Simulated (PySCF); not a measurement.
# Vertical excitation energies

C₆H₁₀O₂.
Structure used (GFN2-xTB), in Å, numbered top down from 1:
```xyz
18
C6H10O2 angstrom
C     -1.5589   -1.1577   -0.0253
C     -0.9367    0.2065   -0.3097
C     -1.7293    1.3224    0.3641
C      0.5174    0.2334    0.1624
O      1.2680   -0.6616   -0.6300
C      2.6003   -0.7401   -0.2837
C      3.2036   -0.0983    0.6722
O      3.8037    0.4516    1.5151
H     -2.5671   -1.2071   -0.4291
H     -0.9607   -1.9410   -0.4823
H     -1.6062   -1.3358    1.0471
H     -0.9308    0.3718   -1.3918
H     -1.3055    2.2957    0.1280
H     -2.7621    1.3051    0.0256
H     -1.7194    1.1957    1.4447
H      0.5830   -0.0591    1.2220
H      0.9330    1.2487    0.0680
H      3.1591   -1.4240   -0.9033
```

Computed with TDDFT CAM-B3LYP/def2-SVPD, vertical, gas phase, core orbitals frozen in the response in PySCF 2.14.0, density-fitted response routines.

```
state  E (eV)  E (hartree)       f  main configurations (H = HOMO, L = LUMO)
   S1    2.47       0.0908  0.0001                                 H→L (98%)
   S2    5.70       0.2096   0.017                  H→L+1 (62%), H→L+2 (34%)
   S3    6.67       0.2452  0.0003     H→L+3 (44%), H→L+5 (18%), H→L+2 (14%)
   S4    6.72       0.2469  0.0001      H-1→L (48%), H-4→L (24%), H→L+2 (8%)
   S5    6.89       0.2533  0.0022     H→L+3 (30%), H→L+2 (20%), H→L+6 (14%)
   S6    7.13       0.2621   0.044                  H→L+4 (55%), H→L+7 (27%)
   S7    7.47       0.2745  0.0003                  H-2→L (67%), H-5→L (16%)
   S8    7.51       0.2760  0.0030    H→L+5 (40%), H→L+9 (11%), H→L+12 (10%)
```

Triplets, Tamm–Dancoff:

| state | E (eV) | λ (nm) | main configurations (H = HOMO, L = LUMO) |
| --- | --- | --- | --- |
| T1 | 2.03 | 610.8 | H→L (97%) |
| T2 | 5.14 | 241.3 | H→L+7 (51%), H→L+8 (27%) |
| T3 | 5.52 | 224.5 | H→L+1 (57%), H→L+2 (37%) |

The lowest singlet lies at 2.47 eV (502 nm, visible) and is dark (f under 0.0005); its leading configuration is HOMO→LUMO (98%). The most intense listed level is S6 at 7.13 eV (174 nm, f = 0.044), 4.66 eV above S1. Löwdin shares by element: HOMO carbon 47% or more, oxygen 46%; LUMO carbon 51% or more, oxygen 38%. The oscillator strengths of these states sum to 0.067; summed over the whole spectrum of an exact calculation they would give the number of electrons, 62 (Thomas–Reiche–Kuhn). The listed states span 5.04 eV, and the widest gap between neighbours is 3.24 eV (S1 to S2). Orbital energies (eV): HOMO-3 -11.16, HOMO-2 -10.82, HOMO-1 -10.71, HOMO -7.58, LUMO -0.47, LUMO+1 1.22, LUMO+2 1.62. S1 lies in the visible range (380 to 750 nm), at 502 nm, dark in the vertical dipole picture (f under 0.0005); light of that wavelength is blue-green to green, and its complementary colour is red to purple; a Tamm–Dancoff triplet lies at 611 nm, without intensity as long as spin–orbit coupling is left out. Singlets were solved by full linear response, triplets in the Tamm–Dancoff approximation.

One conformer stands for the species.
